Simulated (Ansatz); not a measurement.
CH4Si, SMILES `C[SiH]` (excited triplet) (charge 0, multiplicity 3). This triplet is an excited state, 0.99 eV above the relaxed singlet at the level frozen-core CCSD(T)/cc-pVTZ // B3LYP-D3(BJ)/def2-TZVP (Ansatz, a first-principles code).

The numbers are results of frozen-core CCSD(T)/6-31g // B3LYP-D3(BJ)/def2-TZVP in Ansatz, not measurements.

Ansatz 0.2 input:
```yaml
crystal:
  periodic: [false, false, false]
  atoms:
    - { symbol: C, position_ang: [-0.59836, -0.050163, -0.02] }
    - { symbol: Si, position_ang: [1.224326, -0.540003, -0.189933] }
    - { symbol: H, position_ang: [-0.826821, 0.80002, -0.665785] }
    - { symbol: H, position_ang: [-1.238443, -0.883293, -0.311283] }
    - { symbol: H, position_ang: [-0.826799, 0.212201, 1.014946] }
    - { symbol: H, position_ang: [2.266097, 0.461235, 0.172057] }
basis:
  gaussian: { orbitals: "6-31g" }
correlation:
  method: ccsd_t
magnetization:
  spin_polarized: true
  initial_magnetization: 2
```

Output:

```
Functional definition: HF
395 factors; integrals over basis functions are off by at most 2.2e-4 eV
mean field evaluation 1: about -8951.2629 eV, gradient 1.2e1 eV
mean field evaluation 2: about -8951.2621 eV, gradient 1.2e1 eV
mean field evaluation 4: about -8952.3960 eV, gradient 1.7e0 eV
mean field evaluation 8: about -8952.4550 eV, gradient 2.3e-4 eV
mean field evaluation 16: about -8952.3961 eV, gradient 1.7e0 eV
mean field -8952.45516634 eV, -328.9966591710 hartree, gradient 2.4e-6 eV, S^2 2.004907; 0 other end points of the search recorded, 0 dependent functions left out
6 core orbitals not correlated
reference -8952.45516634 eV, -328.9966591710 hartree; 7, 5 occupied and 17, 19 virtual orbitals, 395 factors
second order -3.39598868 eV of doubles, -0.00000000 eV of singles
cycle   1  -3.86425148 eV  change   -4.7e-1 eV  update   5.6e-2
cycle   2  -4.09069523 eV  change   -2.3e-1 eV  update   2.2e-2
cycle   3  -4.11185176 eV  change   -2.1e-2 eV  update   6.0e-3
cycle   4  -4.11201361 eV  change   -1.6e-4 eV  update   2.0e-3
cycle   5  -4.11210320 eV  change   -9.0e-5 eV  update   6.8e-4
cycle   6  -4.11207841 eV  change    2.5e-5 eV  update   1.9e-4
cycle   7  -4.11209130 eV  change   -1.3e-5 eV  update   6.5e-5
cycle   8  -4.11209908 eV  change   -7.8e-6 eV  update   2.3e-5
cycle   9  -4.11209846 eV  change    6.3e-7 eV  update   9.4e-6
perturbative correction -0.07641475 eV, -0.0028081904 hartree
Total energy: -8956.64367955 eV, -329.1505841924 hartree
```
